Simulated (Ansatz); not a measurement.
The same group exchange along the group O, S, Se.

Gas-phase electronic energies from Ansatz, PBE0-D4/def2-TZVP geometries. CCSD(T)/CBS is the MP2 limit (def2-TZVPP, def2-QZVPP) plus CCSD(T) − MP2 in def2-TZVPP, frozen cores. This one scheme is used for every species. DFT in def2-TZVPP. For Se outer-core shells are correlated without core-valence functions, which leaves a few kJ/mol of doubt a bond. Scalar relativity is left out up to krypton. One conformer a species, not always the lowest.

```tsv
reaction	ωB97X-V (kJ/mol)	r2SCAN-D4 (kJ/mol)	HF/CBS(def2) (kJ/mol)	CCSD(T)/CBS(def2) (kJ/mol)
`CO[Si](F)(F)F` + `C=C` → `C=CO[Si](F)(F)F` + CH₄	-35	-43	-23	-32
`CS[Si](F)(F)F` + `C=C` → `C=CS[Si](F)(F)F` + CH₄	-16	-22	-6	-17
`C[Se][Si](F)(F)F` + `C=C` → `C=C[Se][Si](F)(F)F` + CH₄	-12	-16	-1	-12
```

Largest T1 diagnostic: 0.012, for `C=CS[Si](F)(F)F`.
